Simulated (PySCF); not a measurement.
SMILES [Cl][Ge]([Cl])([Cl])[CH2]C[Si](F)(F)F, singlet, CAM-B3LYP/def2-SVP optimised geometry.

```
14

Si     2.26     0.24    -1.22
F      2.84    -1.25    -1.17
F      2.82     0.99     0.08
F      2.87     0.96    -2.50
C      0.42     0.23    -1.23
C     -0.17    -0.48     0.00
Ge    -2.11    -0.48     0.00
Cl    -2.90    -1.50     1.71
Cl    -2.84    -1.44    -1.77
Cl    -2.84     1.53     0.00
H      0.08    -0.26    -2.16
H      0.07     1.27    -1.28
H      0.15     0.00     0.94
H      0.15    -1.53     0.05
```

Density from CAM-B3LYP/def2-TZVP run with PySCF at that geometry.

Minimum of the electron density along straight lines between bonded atoms, close to the bond critical point (lines longer than 1.1 times the sum of covalent radii, or with two minima, are not listed):

```
bond      length / Å  ρ at the minimum / e bohr⁻³  ∇²ρ there / e bohr⁻⁵  position (fraction from the first atom)
--------  ----------  ---------------------------  --------------------  ---------------------------------------
Si1–F2         1.601                        0.140                  0.96                                     0.42
Si1–F3         1.601                        0.140                  0.96                                     0.42
Si1–F4         1.598                        0.142                  0.98                                     0.42
Si1–C5         1.841                        0.138                  0.14                                     0.39
C5–C6          1.534                        0.237                     …                                     0.50
C6–Ge7         1.939                        0.136                     …                                     0.52
Ge7–Cl8        2.139                        0.109                  0.16                                     0.43
Ge7–Cl9        2.145                        0.108                  0.16                                     0.43
Ge7–Cl10       2.145                        0.108                  0.16                                     0.43
C5–H11         1.103                        0.270                 -0.90                                     0.65
C5–H12         1.103                        0.270                 -0.90                                     0.65
C6–H13         1.101                        0.274                 -0.93                                     0.65
C6–H14         1.101                        0.274                 -0.93                                     0.65
```

**Question.** Some entries are withheld; supply them.

**Answer.** 
- C5–C6, ∇²ρ there / e bohr⁻⁵: -0.56
- C6–Ge7, ∇²ρ there / e bohr⁻⁵: 0.04
